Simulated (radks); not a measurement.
Neutral helium inside a hard spherical wall (all orbitals vanish at R), configuration held at [He] and not refilled when levels cross. Method: scalar-relativistic Kohn-Sham, LDA (Slater exchange, VWN5 correlation), spin-polarised, spherical densities, finite nucleus; Gaussian nuclear charge, rms radius 1.6755 fm; computed with a radial shooting solver on a logarithmic mesh with Libxc functionals. Eigenvalues in eV for spin up, with the zero of energy where the potential of the charges vanishes at infinity; a dash marks a level that is unbound or too diffuse for the functional's potential to be trusted. A positive occupied level is held by the wall or, in an anion where self-interaction has pushed it up, behind a barrier. The pressure on the wall is -dE/dV.

R (bohr),E (hartree),kinetic (hartree),e(1s),"e(2s, empty)","e(2p, empty)",pressure (GPa)
free,-2.83497,2.768,-15.523,-,-,0
8,-2.83497,2.768,-15.522,1.930,2.914,< 0.0001
7,-2.83496,2.768,-15.521,2.752,3.698,0.000868
6,-2.83490,2.769,-15.514,4.199,4.930,0.00982
5,-2.83438,2.774,-15.466,7.003,7.055,0.116
4,-2.83020,2.803,-15.190,13.165,11.214,1.45
3.5,-2.82147,2.852,-14.741,19.145,14.955,5.37
3,-2.79663,2.969,-13.712,29.280,20.999,20.9
2.5,-2.72461,3.243,-11.331,47.730,31.554,88.4
1.5,-1.78139,5.582,9.959,171.19,98.640,2690
